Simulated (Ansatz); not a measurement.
Species: H3GaO3, SMILES `[OH][Ga]([OH])[OH]` (charge 0, multiplicity 1).

Task: Give a relaxed geometry from PBE0-D3(BJ)/def2-TZVP run with Ansatz (an electronic-structure program).

Result: One answer among several that fit: the end point of this relaxation, one of several conformers (outside a Z-matrix the atoms follow the SMILES, hydrogens last).
Z-matrix (Å, degrees):
```
Ga
O 1 1.7743
H 2 0.9599 1 113.15
O 1 1.7743 2 120.00 3 0.01
H 4 0.9599 1 113.15 2 180.00
O 1 1.7743 2 120.00 3 180.00
H 6 0.9599 1 113.14 2 0.01
```
